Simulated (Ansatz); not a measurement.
`[SnH3][C]1=[CH][AlH]1` + `BSC(F)[SiH3]` → `F[CH]([SiH3])[SnH3]` + `BS[C]1=[CH][AlH]1` at 400 K and 1 bar (redistribution).

Program: Ansatz. Geometries: PBE0-D4/def2-TZVP. ΔE: electronic, gas phase. CCSD(T)/CBS is the MP2 limit (def2-TZVPP, def2-QZVPP) plus CCSD(T) − MP2 in def2-TZVPP, frozen cores. Elements past krypton have def2 core potentials. For Sn outer-core shells are correlated without core-valence functions, which leaves a few kJ/mol of doubt a bond. One conformer a species, not always the lowest.

```csv
species,CCSD(T)/CBS energy (Eh),H − E (kJ/mol),S (J/(mol·K))
`[SnH3][C]1=[CH][AlH]1`,-535.04443,155.4,384.4
`BSC(F)[SiH3]`,-853.08988,212.0,398.2
`F[CH]([SiH3])[SnH3]`,-645.10647,204.1,412.2
`BS[C]1=[CH][AlH]1`,-743.03000,162.7,368.7
```

H − E and S are ideal-gas, rigid-rotor, harmonic terms from PBE0-D4/def2-TZVP, for one conformer and one mirror image of each species. 1 Eh = 2625.50 kJ/mol, R = 8.31446 J/(mol·K).

Problem. By hand: ΔE, ΔH, ΔS and ΔG.

Solution. ΔE = (-645.10647) + (-743.03000) − (-535.04443) − (-853.08988) = -0.00216 Eh = -5.7 kJ/mol. Δ(H − E) = 204.1 + 162.7 − 155.4 − 212.0 = -0.6, so ΔH = -6.3 kJ/mol. ΔS = 412.2 + 368.7 − 384.4 − 398.2 = -1.7 J/(mol·K). ΔG = -6.3 − 400 × (-1.7)/1000 = -5.6 kJ/mol.

Problem. By hand: the equilibrium constant, and the temperature at which ΔG would vanish if ΔH and ΔS stayed fixed.

Solution. log₁₀ K = −ΔG/(RT ln 10) = 0.7. ΔG = 0 at ΔH/ΔS = 3706 K, far beyond where these terms or the molecules hold.

The number of gas molecules stays the same, so ΔS is small and ΔH decides. The sign of ΔG lies within the doubt. A doubt of 5 kJ/mol in ΔE shifts log₁₀ K by 0.7 here. Other conformers and mirror images would add mixing entropy, several J/(mol·K) or more a flexible species. Modes under 60 cm⁻¹, often nearly free rotors, make the harmonic entropy too high. These are equilibria of isolated gas molecules and say nothing of rates. Largest T1 diagnostic: 0.016 (customary marks: 0.02 for closed shells, 0.045 for open ones).
